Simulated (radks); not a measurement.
The numbers below are computed, except where a source is named.
Species: Mg3+. Configuration: 2s2 2p5 3p2 (not the ground configuration).

Code: a radial shooting solver on a logarithmic mesh with Libxc functionals. Model: non-relativistic Kohn-Sham, SCAN, spin-unpolarised, spherical densities, point nucleus; meta-GGA in the generalised Kohn-Sham scheme.

Energy parts (Ry):
total: -185.31823
kinetic: 184.70844
electron-nucleus: -454.24898
Hartree: 102.40952
exchange-correlation: -18.18721

Orbitals (lengths in bohr, moments of r in powers of bohr; <r^-3> diverges for s and p1/2):
| orbital | occ. | eigenvalue (Ry) | <r^-3> |
|---|---|---|---|
| 2s | 2 | -13.46508 | - |
| 2p | 5 | -11.52163 | 46.65 |
| 3p | 2 | -2.58984 | 4.967 |

The highest occupied level is 3p at -35.237 eV. Virial ratio -V/T = 2.00330. Summed over all electrons, <r^2> = 10.83 bohr^2, which gives a Langevin (diamagnetic) susceptibility term of -8.57 x 10^-6 cm^3/mol. The density falls to 0.001 e/bohr^3 at r = 3.38 bohr. The electron density at the nucleus is 97.05 e/bohr^3.

Empty levels of this run are not shown, since the potential may be unsettled where no density lies.
